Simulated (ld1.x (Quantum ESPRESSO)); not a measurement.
# Sn (Z = 50): variants of one TM potential

Base potential:

* Element: Sn (Z = 50)
* Generator: ld1.x (Quantum ESPRESSO) 7.5
* Type: norm-conserving Troullier–Martins (Kleinman–Bylander form)
* Functional: PW91
* Relativity: scalar-relativistic
* Frozen core: [Kr] 4d10
* Valence charge: 4
* Reference configuration: 5s2 5p2
* Partial waves: 5s (bound): rc 1.85 bohr; 5p (bound): rc 2.20 bohr
* Local potential: all-electron potential smoothed inside 1.55 bohr (lloc = -1)
* Core correction: none

All-electron outer shells of the reference configuration (PW91, scalar-relativistic, ld1.x):

| shell | level (eV) | outermost node (bohr) | outermost maximum (bohr) |
| --- | --- | --- | --- |
| 4p | -89.73 | 0.41 | 0.79 |
| 4d | -25.88 | 0.39 | 0.88 |
| 5s | -10.62 | 0.98 | 2.01 |
| 5p | -3.74 | 1.09 | 2.55 |

Cutoffs, loose and tight: the cutoffs (Ry, on a coarse ladder) from which the occupation-weighted sum of valence levels, in a spherical-Bessel basis at the reference potential, stays within 10 and 1 mRy of its value at 400 Ry. They do not see the model core or the augmentation charge, which bear on the density cutoff. Test errors are all-electron minus pseudo excitation energies from the reference, over the configurations 5s2 5p1; 5s2 5p0; 5s1 5p0; 5s2 5p2.3; 5s2 5p1.5; 5s1 5p2; 5s1 5p3. A dash means not determined; rows that change the core or the reference have their own tests.

A true bound ghost makes a file unfit for plane-wave use even where its test errors are small: the radial tests pick states by their node count and pass the ghost by.

```csv
change,outcome,"cutoff, loose","cutoff, tight",bound ghosts,largest test error (meV)
base,generated,21 Ry,35 Ry,"s, d",+124
wave 5p (bound): rc 2.20 bohr becomes 5p (bound): rc 2.12 bohr,generated,21 Ry,35 Ry,"s, d",+123
wave 5p (bound): rc 2.20 bohr becomes 5p (bound): rc 2.40 bohr,generated,21 Ry,35 Ry,"s, d",+125
wave 5p (bound): rc 2.20 bohr becomes 5p (bound): rc 2.58 bohr,generated,21 Ry,35 Ry,"s, d",+122
wave 5p (bound): rc 2.20 bohr becomes 5p (bound): rc 3.02 bohr,generated,21 Ry,30 Ry,"s, d",+93
wave 5p (bound): rc 2.20 bohr becomes 5p (bound): rc 3.22 bohr,generated,21 Ry,35 Ry,"s, d",+78
```

Problem. What comes out with this change to the base: wave 5p (bound): rc 2.20 bohr becomes 5p (bound): rc 1.76 bohr?

Solution. outcome: generated; cutoff, loose: 30 Ry; cutoff, tight: 50 Ry; bound ghosts: s, d; largest test error (meV): +125.

Reading the sweep of the p radius (base included, trends over the rows without a ghost): Bound ghosts are found at 1.76, 2.12, 2.2, 2.4, 2.58, 3.02, 3.22 bohr. Every judged row has one, so this setting neither creates nor removes them.
